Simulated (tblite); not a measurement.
Compound: C2H6B2N (doublet state).
Atom-mapped SMILES: `[BH:1][N:2]([BH2:3])[CH:4]=[CH2:5]` (hydrogens: H6 on B1; H7, H8 on B3; H9 on C4; H10, H11 on C5)
Bond orders are those of one Lewis drawing.

Computed with GFN2-xTB (tblite), gas phase: L-BFGS steps from a force-field or distance-geometry start until the largest atomic force falls under 0.01 eV/Å.

Step 15: E = -344.1227 eV
```
atom  x, y, z in Å  |  force x, y, z in eV/Å
B1      0.3266    1.0840   -1.2107    0.183   0.027   0.020
N2      0.5299    0.0944   -0.2273   -0.172   0.150   0.048
B3      1.5690   -0.8416   -0.0934    0.096   0.026  -0.051
C4     -0.5580    0.0301    0.6657   -0.014  -0.110   0.102
C5     -1.8276    0.0348    0.3092   -0.217   0.061  -0.045
H6      1.0393    1.9893   -1.3781    0.052  -0.043  -0.165
H7      2.4185   -0.8198   -0.8884    0.190  -0.022  -0.093
H8      1.5270   -1.6253    0.7722   -0.003  -0.053   0.058
H9     -0.2850   -0.0316    1.7084    0.116  -0.001   0.119
H10    -2.1249    0.0374   -0.7200   -0.042   0.087  -0.198
H11    -2.6092    0.0511    1.0364   -0.188  -0.121   0.205
```

Step 16: E = -344.1344 eV
```
atom  x, y, z in Å  |  force x, y, z in eV/Å
B1      0.3159    1.1028   -1.1980    0.237   0.073  -0.048
N2      0.5249    0.1056   -0.2261   -0.190   0.157  -0.040
B3      1.5632   -0.8323   -0.0960    0.207  -0.033   0.000
C4     -0.5650    0.0204    0.6643    0.160  -0.091   0.140
C5     -1.8340    0.0368    0.3139   -0.170   0.022  -0.072
H6      1.0554    1.9774   -1.4166    0.029  -0.091  -0.137
H7      2.4357   -0.8255   -0.8712    0.067   0.040  -0.075
H8      1.5158   -1.6125    0.7747   -0.015  -0.059   0.034
H9     -0.2796   -0.0621    1.6995    0.085  -0.003   0.232
H10    -2.1189    0.0535   -0.7168   -0.142   0.111  -0.238
H11    -2.6079    0.0387    1.0463   -0.268  -0.124   0.205
```

Step 17: E = -344.1466 eV
```
atom  x, y, z in Å  |  force x, y, z in eV/Å
B1      0.3107    1.1239   -1.1868    0.240   0.073  -0.089
N2      0.5171    0.1187   -0.2246   -0.112   0.094  -0.095
B3      1.5592   -0.8223   -0.1000    0.243  -0.046   0.064
C4     -0.5736    0.0088    0.6661    0.225  -0.042   0.121
C5     -1.8440    0.0396    0.3189   -0.050  -0.031  -0.043
H6      1.0730    1.9636   -1.4597    0.026  -0.124  -0.105
H7      2.4565   -0.8315   -0.8545   -0.094   0.114  -0.037
H8      1.5055   -1.6002    0.7769   -0.025  -0.038  -0.026
H9     -0.2729   -0.0933    1.6947    0.017  -0.014   0.260
H10    -2.1143    0.0729   -0.7170   -0.213   0.131  -0.144
H11    -2.6117    0.0225    1.0599   -0.258  -0.117   0.093
```

**Question.** Estimate the geometry and energy of step 18. (The exact step hangs on the optimiser's Hessian estimate; all steps are aligned on step 17, rigid shifts and turns removed.)

**Answer.** E = -344.1556 eV, largest force 0.249 eV/Å
```
atom  x, y, z in Å  |  force x, y, z in eV/Å
B1      0.3110    1.1396   -1.1813    0.198   0.020  -0.076
N2      0.5113    0.1283   -0.2245   -0.002   0.005  -0.072
B3      1.5597   -0.8151   -0.1015    0.157  -0.003   0.104
C4     -0.5783   -0.0001    0.6695    0.153   0.014   0.070
C5     -1.8513    0.0411    0.3221    0.059  -0.069   0.016
H6      1.0861    1.9524   -1.4914    0.052  -0.121  -0.091
H7      2.4696   -0.8332   -0.8445   -0.173   0.155  -0.017
H8      1.4976   -1.5929    0.7786   -0.016  -0.011  -0.081
H9     -0.2673   -0.1152    1.6963   -0.053  -0.017   0.175
H10    -2.1152    0.0887   -0.7196   -0.209   0.132   0.031
H11    -2.6179    0.0091    1.0703   -0.165  -0.105  -0.059
```

The energy changes by -0.0090 eV. The first-order estimate −F·Δx gives -0.0126 eV and the mean of the old and new forces, exact on a quadratic surface, -0.0090 eV. The step makes an angle of 73° with the force vector and moves no atom by more than 0.036 Å.

The cost below is that of the whole relaxation. Time: 0.34 s of wall time. Hardware: one thread of an Arm Neoverse V1, no GPU (shared host).
